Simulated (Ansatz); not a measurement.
Compare A (`C=C(F)C[SiH3]`) with its isomer B (`C=C[SiH](C)F`).

Computed with Ansatz on PBE0-D4/def2-TZVP structures; ΔE is electronic, products minus reactants. CBS: MP2 limit from def2 TZ/QZ plus the TZ coupled-cluster correction, frozen cores. Functionals use def2-TZVPP. B3LYP here is the variant with VWN-RPA as its local correlation; programs differ in this. One conformer a species, not always the lowest.

(1) Which isomer does CCSD(T)/CBS put lower? Give the gap. (An estimate is asked.)

(2) Give E(B) − E(A) in kcal/mol with B3LYP-D4, CCSD/def2-TZVPP, CCSD(T)/def2-TZVPP, r2SCAN-D4, HF/def2-TZVPP, B3LYP, B2PLYP. (Best estimate.)

Largest T1 diagnostic: 0.012.

Answers

(1) Ansatz gave: B, by 58.7 kcal/mol.

(2) The calculation gave: B3LYP-D4 -55.5, CCSD/def2-TZVPP -57.6, CCSD(T)/def2-TZVPP -57.0, r2SCAN-D4 -55.2, HF/def2-TZVPP -58.4, B3LYP -55.6, B2PLYP -57.3. None reverses the order clearly.

From PBE to PBE0 (25 % exact exchange), in def2-TZVPP and without D4, E(B) − E(A) moves by −1.8 kcal/mol.
